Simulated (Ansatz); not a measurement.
```xyz
9

C    -0.4646   -1.2414    0.8320
Si    0.2113   -0.2020   -0.5694
Al    0.0055    2.1079   -0.8417
Se    1.9321    1.2641    0.0933
H     0.2924   -1.9514    1.1746
H    -0.7619   -0.6162    1.6750
H    -1.3364   -1.8077    0.4927
H     0.6775   -1.0918   -1.6687
H    -0.5560    3.5383   -1.1877
```

The species carries charge 0 and has multiplicity 1.

Q: List the ωB97M-V/def2-TZVPP orbital energies in eV (Ansatz 0.2.0). (Estimate.)

A: Ansatz gave: Occupied: -12367.37, -1807.17, -1587.67, -1532.70, -1422.42, -1422.40, -1422.40, -281.20, -217.11, -159.99, -159.93, -159.90, -148.19, -117.28, -102.36, -102.27, -102.26, -76.92, -76.80, -76.74, -59.88, -59.87, -59.84, -59.80, -59.79, -22.59, -21.46, -16.23, -14.24, -14.06, -13.63, -11.83, -11.59, -9.99, -9.10, -8.31. Lowest empty: -0.10, 0.99, 1.55, 2.06, 2.62, 3.20, 3.65, 3.89.
